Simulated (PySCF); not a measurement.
# Working out the excitation energy of Si

Si [Ne] 3s2 3p2 (3P) → Si [Ne] 3s2 3p1 4s1 (3P). All numbers are calculated (PySCF 2.14, the non-relativistic Hamiltonian (point nucleus), in dyall-av2z). Frozen: [Ne]; the 15 highest virtual orbitals dropped. Energies in hartree (1 hartree = 27.21139 eV):

```json
{"part": "UHF", "Si (lower)": "-288.850727", "Si (upper)": "-288.671598"}
{"part": "MP2 opposite-spin", "Si (lower)": "-0.039285", "Si (upper)": "-0.037719"}
{"part": "MP2 same-spin", "Si (lower)": "-0.008518", "Si (upper)": "-0.006221"}
```

Q: What does Hartree-Fock give?

A: (-288.671598) − (-288.850727) = 0.179129 hartree = 4.874 eV.

Q: What do MP2 and SCS-MP2 (6/5 opposite-spin, 1/3 same-spin) give?

A: The opposite-spin parts differ by 0.043 eV and the same-spin parts by 0.063 eV. MP2: 4.874 + (0.043) + (0.063) = 4.980 eV. SCS-MP2: 4.874 + 1.2 × (0.043) + (0.063)/3 = 4.947 eV.

A double-zeta basis recovers only part of the correlation energy.
